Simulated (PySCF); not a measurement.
## What the low excited states add to the polarisability

C2H10OSSi3.
SMILES: `C=CO[Si@@H]([SiH3])S[SiH3]`

Computed, not measured: TDDFT wB97X-D/def2-SVPD, vertical, gas phase, core orbitals frozen in the response (PySCF 2.14.0, density-fitted response routines). Isolated species at its GFN2-xTB geometry (one conformer only). GFN2-xTB frequencies show an imaginary mode (34i cm⁻¹), so this geometry is no minimum at that level. Torsions of this conformer, `[CH2:1]=[CH:2][O:3][Si@@H:4]([SiH3:5])[S:6][SiH3:7]`: C1–C2–O3–Si4 6°, C2–O3–Si4–Si5 60°, O3–Si4–S6–Si7 9°.

Computed singlets:

```
state  E (eV)       f
   S1    5.26  0.0092
   S2    5.83  0.0095
   S3    5.89  0.0006
   S4    6.34   0.011
   S5    6.49  0.0040
   S6    6.72   0.029
   S7    6.95   0.197
   S8    7.05   0.030
```

Task: How much of the mean static polarisability do these states give, one by one?

Result: Each state adds f / ΔE² (ΔE in hartree, 27.2114 eV).

```
state  f/ΔE² (au)  running sum (au)  running share of α (%)
   S1        0.25              0.25                     0.2
   S2        0.21              0.45                     0.3
   S3        0.01              0.47                     0.4
   S4        0.20              0.66                     0.5
   S5        0.07              0.73                     0.6
   S6        0.48              1.21                     0.9
   S7        3.02              4.24                     3.3
   S8        0.45              4.69                     3.6
```

The full response gives 129.79 au (19.23 Å³), so 125.1 au comes from the higher roots of the same equations.

Task: By how much does the contribution of these states grow at 589.3 nm?

Result: With ω = 0.0773 hartree each state's term in the mean polarisability goes from f / ΔE² to f / (ΔE² − ω²); the sum over all 8 states goes from 4.69 to 5.20 au, a rise of 0.51 au.

The largest single term belongs to S7, which also has the largest f.
